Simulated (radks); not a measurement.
All-electron atom: Pm XIV in [Kr] 4d10 5s2. All-electron calculation, scalar-relativistic Kohn-Sham, r2SCAN, spin-polarised, spherical densities, finite nucleus; meta-GGA in the generalised Kohn-Sham scheme; Fermi nuclear charge, rms radius 4.962 fm. Program: a radial shooting solver on a logarithmic mesh with Libxc functionals.

Normalised radial functions P(r) = r R(r), r in bohr:

r,4p,4d
0.0009424,0.0020,0.0000
0.00108,0.0026,0.0000
0.001227,0.0032,0.0000
0.001406,0.0040,0.0000
0.001611,0.0051,0.0000
0.001845,0.0064,0.0000
0.002097,0.0080,0.0001
0.002403,0.0101,0.0001
0.002753,0.0128,0.0001
0.003154,0.0162,0.0002
0.003613,0.0204,0.0003
0.004107,0.0254,0.0004
0.004705,0.0320,0.0005
0.00539,0.0402,0.0008
0.006176,0.0504,0.0011
0.007019,0.0622,0.0016
0.008042,0.0776,0.0023
0.009213,0.0965,0.0033
0.01056,0.1193,0.0047
0.01209,0.1468,0.0068
0.01374,0.1773,0.0095
0.01575,0.2150,0.0136
0.01804,0.2583,0.0194
0.02067,0.3070,0.0274
0.02349,0.3570,0.0377
0.02691,0.4129,0.0526
0.03083,0.4688,0.0726
0.03533,0.5206,0.0994
0.04047,0.5624,0.1344
0.046,0.5862,0.1763
0.0527,0.5868,0.2318
0.06038,0.5527,0.2994
0.06917,0.4755,0.3791
0.07862,0.3582,0.4634
0.09007,0.1850,0.5589
0.1032,-0.0316,0.6532
0.1182,-0.2753,0.7356
0.1355,-0.5187,0.7918
0.154,-0.7140,0.8058
0.1764,-0.8453,0.7629
0.2021,-0.8585,0.6459
0.2315,-0.7263,0.4468
0.2631,-0.4649,0.1877
0.3015,-0.0660,-0.1469
0.3454,0.4043,-0.5122
0.3957,0.8685,-0.8645
0.4533,1.2434,-1.1555
0.5152,1.4539,-1.3341
0.5903,1.4963,-1.3973
0.6763,1.3660,-1.3293
0.7748,1.1155,-1.1545
0.8806,0.8328,-0.9298
1.009,0.5455,-0.6733
1.156,0.3156,-0.4396
1.324,0.1596,-0.2563
1.517,0.0698,-0.1318
1.724,0.0277,-0.0621
1.976,0.0087,-0.0240
2.263,0.0023,-0.0078
2.593,0.0005,-0.0020
2.947,0.0001,-0.0005
3.377,0.0000,-0.0001
3.869,0.0000,0.0000

4p: eigenvalue -491.54 eV, 2 radial nodes at r = 0.101, 0.308 bohr, <r> = 0.610 bohr, 90 % of the charge inside 0.880 bohr. 4d: eigenvalue -371.39 eV, 1 radial node at r = 0.285 bohr, <r> = 0.649 bohr, 90 % of the charge inside 0.960 bohr.
